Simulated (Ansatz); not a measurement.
One geometry of Zn₃Se₃, several levels of theory.

```yaml
crystal:
  periodic: [false, false, false]
  atoms:
    - {symbol: Zn, position_ang: [-1.879423, -1.164718, 0.439568]}
    - {symbol: Zn, position_ang: [0.233115, 1.413110, -0.654361]}
    - {symbol: Zn, position_ang: [0.291085, -0.359504, 1.309568]}
    - {symbol: Se, position_ang: [1.259660, -1.487437, -0.648962]}
    - {symbol: Se, position_ang: [-0.425016, -0.406206, -1.996514]}
    - {symbol: Se, position_ang: [0.520569, 2.004755, 1.550701]}
basis:
  gaussian: {orbitals: def2-TZVP, initial_orbitals: start.molden}
hamiltonian: {xc: pbe, dispersion: d4}
scf: {omitted_lower_state_checks: [starts]}
output: {forces: true, orbitals: {seedname: orbitals}}
```

The file start.molden holds the orbitals of an earlier run on this structure, at another level or in another basis.

```sh
$ ansatz run in.yaml --threads 4 --pin off --events-out ev --progress --plain --max-ram 4787MiB
```

Shortened log:

```
Functional definition: PBE
  name "PBE"
  cite "Perdew, Burke & Ernzerhof, Phys. Rev. Lett. 77, 3865 (1996) doi:10.1103/PhysRevLett.77.3865"
  parent pbe
  parameter kappa = 0.804
  parameter beta = 0.06672455060314922
  exchange = pbe_x(kappa = kappa, mu = beta*pi^2/3)
  correlation = pbe_c(beta = beta)
these checks for a lower state are left out or cut short: starts
2541 factors; their error is unknown
mean field evaluation 1: about -341261.6555 eV, gradient 1.9e1 eV
mean field evaluation 2: about -341262.0166 eV, gradient 4.5e-1 eV
mean field evaluation 4: about -341261.9119 eV, gradient 1.6e-1 eV
mean field evaluation 8: about -341261.9119 eV, gradient 1.0e-5 eV
mean field -341261.91191885 eV, -12541.1439473859 hartree, gradient 1.0e-5 eV, S^2 0.000000; 0 other end points of the search recorded, 0 dependent functions left out
the calculation of the forces begins
reference -341261.91195997 eV, -12541.1439488968 hartree; 96, 96 occupied and 192, 192 virtual orbitals, 2541 factors
Total energy: -341262.32527831 eV, -12541.1591380658 hartree
Atom 0 at    -1.879423    -1.164718     0.439568 Å, force    -0.255079    -0.073092    -0.011430 eV/Å
Atom 1 at     0.233115     1.413110    -0.654361 Å, force    -0.047322     0.118354    -0.114484 eV/Å
Atom 2 at     0.291085    -0.359504     1.309568 Å, force     0.181025    -0.050879     0.196940 eV/Å
Atom 3 at     1.259660    -1.487437    -0.648962 Å, force    -0.051689     0.006152    -0.124635 eV/Å
Atom 4 at    -0.425016    -0.406206    -1.996514 Å, force     0.161333    -0.044832     0.039648 eV/Å
Atom 5 at     0.520569     2.004755     1.550701 Å, force     0.011732     0.044299     0.013961 eV/Å
Dipole moment:    -0.277136    -0.088933    -0.106424 e Å
Checks for a lower state left out: starts
```

Run time 9 s (4 threads of Arm Neoverse V2 on a shared host), peak host memory 0.74 GiB.

As the first input, with `hamiltonian: {xc: {name: B97M-V}}`, `output: {orbitals: {seedname: orbitals}}` (abridged; 28 s):

```
Functional definition: B97M-V
mean field -341247.70997469 eV, -12540.6220355645 hartree, gradient 4.9e-5 eV, S^2 0.000000
Total energy: -341247.71003553 eV, -12540.6220378001 hartree
Checks for a lower state left out: starts
```

First input, but with `hamiltonian: {xc: r2scan, dispersion: d4}`, `output: {orbitals: {seedname: orbitals}}` (abridged; 17 s):

```
Functional definition: r2SCAN
mean field -341310.85126512 eV, -12542.9424351890 hartree, gradient 1.5e-5 eV, S^2 0.000000
Total energy: -341310.93346019 eV, -12542.9454558021 hartree
Checks for a lower state left out: starts
```

As the first input, with `hamiltonian: {xc: hf}`, `output: {orbitals: {seedname: orbitals}}` (abridged; 13 s):

```
Functional definition: HF
mean field -341042.44884521 eV, -12533.0788281869 hartree, gradient 3.0e-5 eV, S^2 0.000000
Total energy: -341042.44884521 eV, -12533.0788281869 hartree
Checks for a lower state left out: starts
```

The first input with `hamiltonian: {xc: pbe0, dispersion: d4}`, `output: {orbitals: {seedname: orbitals}}` (abridged; 18 s):

```
Functional definition: PBE0
mean field -341269.37456428 eV, -12541.4181945469 hartree, gradient 3.7e-5 eV, S^2 0.000000
Total energy: -341269.73259738 eV, -12541.4313520206 hartree
Checks for a lower state left out: starts
```

As the first input, with `correlation: {method: mp2, frozen_orbitals: {Se: 9, Zn: 9}}`, `output: {orbitals: {seedname: orbitals}}` and without the key `hamiltonian` (abridged; 26 s):

```
Functional definition: HF
mean field -341042.44884521 eV, -12533.0788281869 hartree, gradient 2.5e-6 eV, S^2 0.000000; unrestricted orbitals would lower it
mean field evaluation 16: about -341042.4451 eV, gradient 1.7e-1 eV
54 core orbitals not correlated: weight in the atoms' cores, before any rotation towards them, 1.000 or more for the frozen orbitals, at most 0.000 for the correlated occupied ones
second order -55.94173409 eV of doubles, -0.00000000 eV of singles
Total energy: -341098.39057929 eV, -12535.1346489959 hartree
Checks for a lower state left out: starts
```

Geometry: PBE-D4/def2-SVP.

Correlated methods freeze 54 core orbitals; core or outer-core shells of Se are correlated, in sets that lack core-valence functions. The restricted singlet is unstable towards broken spin symmetry in Hartree–Fock (as tested in another run); at PBE-D4/def2-TZVP, B97M-V/def2-TZVP, r2SCAN-D4/def2-TZVP, PBE0-D4/def2-TZVP this wasn't settled. At HF/def2-TZVP, MP2/def2-TZVP the restricted singlet (for correlated methods, its reference) is unstable: a solution with broken spin symmetry lies lower. Another isomer (singlet) lies 2.51 eV lower at PBE0-D4/def2-TZVP; other spin states weren't run for this one.
